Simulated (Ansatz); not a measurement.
In2N. Total charge 0; quartet. Geometry PBE-D4/def2-TZVP; atoms count from 1.

```xyz
3

In    0.299    1.883   -0.987
In   -0.296   -1.884    0.986
N    -0.002    0.001    0.000
```

In the def2 sets In takes a core potential; there is no spin–orbit coupling. At PBE0-D4/def2-TZVP a doublet of charge 0 lies 2.52 eV below the quartet, each at its own geometry. The structure comes from a short search, and lower isomers may exist.

Problem. Estimate the Mulliken populations from the PBE0/def2-TZVP orbitals of Ansatz.

Solution. 
```csv
atom,charge (e),spin (α − β)
In1,0.23,0.78
In2,0.23,0.78
N3,-0.47,1.44
```
Mulliken values and Mayer orders depend strongly on the basis.

Problem. Where does the spin sit?

Solution. Summed by element: In 1.56, N 1.44, of 3 unpaired in all. Largest on single atoms: N3 1.44, In1 0.78, In2 0.78.

Problem. And the Mayer bond orders between bonded heavy atoms (over 0.3)?

Solution. In1–N3 0.83 (2.15 Å); In2–N3 0.83 (2.15 Å). Values over 0.3 also appear between atoms too far apart for a bond (In1–In2 0.61 at 4.29 Å); they arise where an orbital or an unpaired electron spreads over both atoms.
